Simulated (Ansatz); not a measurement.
As₂H₆Si, SMILES [SiH2]([AsH2])[AsH2].

Geometry optimised at ωB97X-D3(BJ)/def2-SVP. This is a generated structure with no PubChem entry under its InChIKey; it may be hypothetical.

Two levels are set side by side: PBE/def2-SVPD (Ansatz, an electronic-structure program) and PBE0/def2-SVPD (Ansatz). Energy differences of separate SCF runs at the same geometry; the states with an electron removed or added have multiplicity 2 and 2. Differences are taken from unrounded values.

```
quantity                            PBE
---------------------------------  ----
vertical ionisation energy (eV)    8.52
vertical singlet–triplet gap (eV)  4.38
```

Task: These are the PBE values. What does PBE0 give? (Estimate from the structure and the level; the computed values follow.)

Result: 
```tsv
quantity	PBE0	PBE minus PBE0
vertical ionisation energy (eV)	8.71	-0.18
vertical singlet–triplet gap (eV)	4.65	-0.26
```
